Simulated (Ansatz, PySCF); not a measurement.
System: chloro(ethenylsilyl)silane, C₂H₇ClSi₂, charge 0, multiplicity 1. SMILES: C=C[SiH2][SiH2]Cl
Structure (B3LYP-D3(BJ)/def2-TZVP (Ansatz, a quantum-chemistry and plane-wave program) minimum search):
```
Si
H 1 1.4841
H 1 1.4847 2 109.34
C 1 1.8614 2 111.28 3 -121.27
C 4 1.3318 1 123.88 2 125.52
H 5 1.0848 4 121.95 1 -1.62
H 5 1.0849 6 115.98 4 179.90
H 4 1.0873 5 118.31 6 -179.77
Si 1 2.3451 2 107.65 3 119.24
H 9 1.4806 1 112.27 2 -176.01
H 9 1.4810 10 108.78 1 -126.37
Cl 9 2.0838 10 107.28 11 -115.91
```

Harmonic wavenumbers (cm⁻¹) at HF/6-31G* (Ansatz, at its own minimum) and at B3LYP-D3(BJ)/def2-TZVP (PySCF, at the structure above). 6-31G* holds six Cartesian d functions. Modes are numbered in rising order, 30 in all, and paired by that order; shown are modes over 250 cm⁻¹ that lie over 6 % from every other mode at both levels, one of each degenerate set, at most eight drawn at random. The second level is harmonic too, so this factor is not the one that brings values to measured fundamentals.

| mode | HF/6-31G* (x) | B3LYP-D3(BJ)/def2-TZVP (y) |
|---|---|---|
| 5 | 297 | 272 |
| 8 | 518 | 479 |
| 9 | 564 | 526 |
| 10 | 622 | 569 |
| 21 | 1415 | 1300 |
| 23 | 1814 | 1654 |

Q: Fit one scale factor, y = λ·x, by least squares, and use it for mode 22, which lies at 1574 cm⁻¹ at HF/6-31G*.

A: λ = Σxy/Σx² = 5819344/6354334 = 0.9158; the rows scatter about it by 6 cm⁻¹ (root mean square). Prediction for mode 22: 1441 cm⁻¹. The wavenumber at B3LYP-D3(BJ)/def2-TZVP is 1448 cm⁻¹, so the fit misses by -7 cm⁻¹, against +126 cm⁻¹ without it. The fit is meant for this molecule alone.
